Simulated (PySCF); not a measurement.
C3H6O2Si.
Atom-mapped SMILES: `[CH3:1][C:2]1=[CH:3][O:4][Si@H:5]1[OH:6]` (hydrogens: H7, H8, H9 on C1; H10 on C3; H11 on Si5; H12 on O6)

Computed, not measured: PySCF 2.14.0, PBE0-D3(BJ)/def2-SVP geometry optimisation, gas phase.

Q: List the bond lengths, angles and torsions at this level.

A: 
```csv
bond,length (pm)
C1–C2,148.6
C2=C3,135.3
C3–O4,137.7
O4–Si5,173.8
Si5–O6,164.8
C2–Si5,184.9
"C1–H7, C1–H8, C1–H9",110.2
C3–H10,109.8
Si5–H11,148.0
O6–H12,96.2
```

Bonds in one row agree within 1 pm and their mean is given. A selection of angles:
```csv
angle,degrees
C2–C1–H7,111.5
H7–C1–H8,107.5
C1–C2–C3,131.1
C1–C2–Si5,145.6
C3–C2–Si5,83.1
C2–C3–O4,111.9
C2–C3–H10,131.5
O4–C3–H10,116.6
C3–O4–Si5,86.7
O4–Si5–O6,114.8
O4–Si5–H11,112.1
O6–Si5–H11,104.9
C2–Si5–O4,78.1
C2–Si5–O6,123.4
C2–Si5–H11,121.0
Si5–O6–H12,116.7
```

Torsions: C1–C2–C3–O4 -179° (antiperiplanar); C2–C3–O4–Si5 4° (synperiplanar); C3–O4–Si5–O6 -124° (anticlinal); C1–C2–Si5–O4 176° (antiperiplanar); H12–O6–Si5–O4 60° (synclinal).

The O–Si distances run from 1.648 Å (Si5–O6, drawn single) to 1.738 Å (O4–Si5, drawn single), a spread of 0.090 Å. Si5 (oxygen-bound silicon) has angles from 78.1° to 123.4°. The 4-membered ring C2–C3–O4–Si5 has internal angles of 78.1° to 111.9° (sum 360°, against 360° for a flat polygon); it is almost planar, 0.02 Å rms from its mean plane, widest ring torsion 4°. The C–C distances run from 1.353 Å (C2=C3, drawn double) to 1.486 Å (C1–C2, drawn single), a spread of 0.133 Å.

Point group: C1 (no symmetry element, even within 0.4 Å). Whether it is a minimum is left open (no frequencies). The numbers are those of one conformer (O4–Si5–O6–H 60°).
